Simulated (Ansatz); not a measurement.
The molecule LiAl-, multiplicity 4 (an upper state: multiplicity 2 came lower at CCSD(T)/def2-TZVPP on PBE0 minima). The T1 diagnostic near the minimum is 0.065, so single-reference values are doubtful.

The constants come from a fifth-degree fit in 1/R (seven points, main isotopes). Runs in def2 and cc sets follow the lowest solution found near the PBE0 minimum.

Correlated levels freeze the inner cores; with def2 sets outer-core shells near the valence are correlated too.

Run with Ansatz (Gaussian basis) for Hartree–Fock, density functionals and correlated methods. 

Problem. What bond length and harmonic frequency does PBE/def2-TZVPP give?

Solution. r_e = 2.559 Å, ω_e = 339 cm⁻¹.

Problem. What bond length and harmonic frequency does CCSD/def2-TZVPP give?

Solution. r_e = 2.576 Å, ω_e = 321 cm⁻¹.

Problem. What bond length and harmonic frequency does CCSD(T)/def2-TZVPP give?

Solution. r_e = 2.565 Å, ω_e = 332 cm⁻¹.

Doubts at one or more of the structures used: T1 above 0.05 (CCSD/def2-TZVPP, CCSD(T)/def2-TZVPP).

Ansatz is a program for electronic structure.
